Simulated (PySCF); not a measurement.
Br2, SMILES BrBr.

Geometry: B3LYP-D3(BJ)/def2-TZVP.

Two levels are set side by side: TDA-PBE/def2-TZVPD (PySCF) and EOM-CCSD/aug-cc-pVDZ (PySCF). Vertical, same geometry; the bases differ. Differences are taken from unrounded values.

| quantity | TDA-PBE |
|---|---|
| lowest singlet excitation (eV) | 2.63 |
| lowest triplet excitation (TDA for PBE) (eV) | 1.89 |

**Question.** These are the TDA-PBE values. What does EOM-CCSD give? (An estimate is asked for; the answer gives what the named calculation found.)

**Answer.** 
```tsv
quantity	EOM-CCSD	TDA-PBE minus EOM-CCSD
lowest singlet excitation (eV)	2.97	-0.34
lowest triplet excitation (TDA for PBE) (eV)	2.28	-0.40
```

A lower first singlet is the usual sign of a functional without exact exchange. Differences between two approximate levels are no errors against the true value.

Rough cost on one machine, each run with all the roots and properties that it gave: EOM-CCSD against TDA-PBE within a factor of 2.
